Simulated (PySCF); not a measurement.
Cartesian coordinates (Å):
```xyz
8

Zr    -0.0123     0.2532    -0.1101
Cl    -0.8958     2.4796    -0.0617
O      1.9086     0.3438    -0.1441
H      2.8716     0.2753    -0.1668
O     -0.5980    -0.6859     1.4628
H     -0.8305    -1.2459     2.2145
O     -0.6558    -0.6403    -1.6870
H     -0.9209    -1.1800    -2.4428
```
Charge 0, spin multiplicity 1.

### Question
Predict the dipole moment, HOMO, charge on the central atom (Mulliken), LUMO, total energy and HOMO–LUMO gap from PySCF with TPSSh-D3(BJ)/def2-TZVP // PBE-D3(BJ)/def2-SVP.

### Answer

```yaml
dipole_moment: 3.96 D
HOMO: -7.77 eV
charge on the central atom (Mulliken): 1.74 e
LUMO: -0.65 eV
total_energy: -20004.24 eV
HOMO–LUMO gap: 7.12 eV
```
